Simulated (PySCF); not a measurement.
**Where the electron goes**

Species: cyclo-(SiH2)5.
Geometry (PBE0-D3(BJ)/def2-SVP, Å), atoms numbered from 1 in this order:
```
atom  x, y, z in Å
Si1    1.1517   -1.1797   -1.1488
H2     1.4537   -2.6252   -0.9004
H3     1.8576   -0.7613   -2.4011
Si4    1.8887    0.1284    0.6755
H5     2.5106   -0.7472    1.7188
H6     2.9114    1.1233    0.2223
Si7    0.0088    1.2368    1.5806
H8    -0.1915    0.8244    3.0058
H9     0.2123    2.7197    1.5437
Si10  -1.8828    0.6517    0.2891
H11   -2.9257    0.0163    1.1549
H12   -2.4733    1.8755   -0.3393
Si13  -1.1771   -0.8616   -1.3828
H14   -1.4824   -0.3104   -2.7412
H15   -1.8948   -2.1669   -1.2330
```

Method used: PySCF 2.14.0, density-fitted response routines, TDDFT B3LYP/def2-SVPD, vertical, gas phase, core orbitals frozen in the response.

Frontier orbitals with the atoms that hold most of them (Löwdin shares over 4%, at most four atoms; ? is withheld):

```csv
orbital,ε (eV),atoms
HOMO-3,-8.12,"Si10 21%, Si4 20%, Si1 12%, Si13 10%"
HOMO-2,-8.11,"Si7 22%, Si13 17%, Si1 15%, Si4 8%"
HOMO-1,-7.60,"Si1 28%, Si13 22%, Si4 18%, Si10 8%"
HOMO,-7.59,"Si7 27%, Si10 25%, Si4 15%, Si13 11%"
LUMO,-1.55,?
LUMO+1,-0.75,"Si1 14%, Si4 14%, Si13 14%, Si10 14%"
LUMO+2,-0.47,"Si10 17%, Si1 16%, Si4 16%, Si7 15%"
```

Task: Which atoms hold the LUMO, and with what shares?

Result: Si13 (bonded to 2 Si and 2 H) 15%; Si1 (bonded to 2 Si and 2 H) 15%; Si7 (bonded to 2 Si and 2 H) 15%; Si4 (bonded to 2 Si and 2 H) 15%.

Task: How does S1 compare with the orbital gap of 6.05 eV?

Result: S1 is at 5.04 eV (f = 0.0000), 1.00 eV below the gap, made of HOMO-1/HOMO→LUMO (99%). S1/S2 lie within about 0.01 eV of each other. Without the coupling terms of the response equations the lowest excitation would equal the gap.

Next come S2 at 5.05 eV (f 0.0000), HOMO-1/HOMO→LUMO (99%); S3 at 5.73 eV (f 0.0000), HOMO-3/HOMO-2→LUMO (98%); S4 at 5.74 eV (f 0.0000), HOMO-3/HOMO-2→LUMO (98%); S5 at 6.07 eV (f 0.0000), HOMO-1/HOMO→LUMO+1 (≥96%).

Orbitals of the list HOMO-3 to LUMO+2 that lie within 0.01 eV of each other are written together with a slash and their weights summed (≥ marks a lower bound); for degenerate orbitals outside that list single weights are arbitrary.

Löwdin shares depend on the basis, the more so with diffuse functions.

One conformer stands for the species.
